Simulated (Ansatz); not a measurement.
How basis sets differ on BrCl (bromine chloride)

BrCl has 2 atoms, charge 0, and is taken as a singlet. SMILES: `ClBr`. The bond length is the measured one.

```xyz
2

Cl    0.0000    0.0000    0.0000
Br    0.0000    0.0000    2.1361
```

Each level gives the atomisation enthalpy at 298 K (kJ/mol). The values are calculated. The thermal term (zero-point and 298 K enthalpy, harmonic and unscaled) is that of SVWN5/def2-TZVP; the spin-orbit lowering of the free atoms at 298 K, 18.1 kJ/mol by their spectra, is taken off.

Measured value to compare with: Active Thermochemical Tables gives the atomisation enthalpy at 298 K of the gas as 219 kJ/mol.

```tsv
level	kind	program	value (kJ/mol)	computed − measured	CPU time (all runs)
B3LYP/STO-3G	global hybrid	Ansatz	241	+22	1.8 s
B3LYP/3-21G	global hybrid	Ansatz	110	-109	1.4 s
B3LYP/6-31G	global hybrid	Ansatz	106	-113	2.4 s
B3LYP/6-31G* (spherical functions)	global hybrid	Ansatz	183	-36	6.2 s
B3LYP/6-31G** (spherical functions)	global hybrid	Ansatz	183	-36	3 s
B3LYP/6-31G* (Cartesian functions)	global hybrid	Ansatz	183	-36	6.3 s
B3LYP/6-311G**	global hybrid	Ansatz	175	-44	3.5 s
B3LYP/def2-TZVPPD	global hybrid	Ansatz	201	-18	11 s
```

Nearest: B3LYP/def2-TZVPPD (-18 kJ/mol); farthest: B3LYP/6-31G (-113 kJ/mol). All-electron rows without a relativistic Hamiltonian named are non-relativistic. Without the sets that lack polarisation functions the rows with a basis span only 175 to 201 kJ/mol. CPU times are rough (shared hosts, several kinds of processor): they show what a rung costs within a factor of a few.
